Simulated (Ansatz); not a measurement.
The same path of C₃H₁₀BFSi (16 atoms, charge 0, multiplicity 1) was run twice with different band settings. The coordinate that changes most is the dihedral H7–C1–Si2–B3.

Level of theory: RKS B3LYP/6-31G* in Ansatz 0.2.0.

Relaxed end points:

```xyz
16
Properties=species:S:1:pos:R:3
C 0.821 -2.346 -0.375
Si 0.494 -0.950 0.870
B -0.278 0.751 0.059
C -0.589 0.927 -1.474
C -0.578 1.957 1.018
F -0.267 1.735 2.366
H -0.100 -2.651 -0.885
H 1.540 -2.037 -1.143
H 1.231 -3.230 0.125
H 1.772 -0.616 1.569
H -0.445 -1.450 1.920
H 0.336 0.796 -2.056
H -1.033 1.888 -1.761
H -1.253 0.124 -1.827
H -0.028 2.853 0.683
H -1.647 2.227 0.954
```

```xyz
16
Properties=species:S:1:pos:R:3
C 0.859 -2.332 -0.382
Si 0.573 -0.920 0.855
B -0.301 0.741 0.063
C -0.709 0.879 -1.450
C -0.571 1.959 1.016
F -0.154 1.779 2.342
H 1.519 -2.020 -1.199
H 1.323 -3.195 0.108
H -0.084 -2.670 -0.827
H 1.883 -0.538 1.464
H -0.284 -1.422 1.973
H 0.205 0.848 -2.065
H -1.253 1.795 -1.713
H -1.299 0.017 -1.788
H -0.081 2.866 0.623
H -1.651 2.189 1.026
```

Common settings: movable images 5; climbing image yes; spring 5.0 eV/Å²; optimiser quadratic models (default); force threshold 0.03 eV/Å; iteration limit 60; end points relaxed.

| run | start path |
| --- | --- |
| 1 | through a guess of the saddle point |
| 2 | straight line |

**Question.** What does each run give, and how far can it be trusted?

**Answer.** Run 1: converged after 26 iterations, highest image 0.057 eV above the first end. A vibrational analysis at the climbing image gives one clearly imaginary mode, 159i cm⁻¹: a first-order saddle point.
Run 2: converged after 10 iterations, highest image 0.057 eV above the first end. Another band between the same ends (5 images) ends at a top of the same energy, where a vibrational analysis finds 1 clearly imaginary mode.
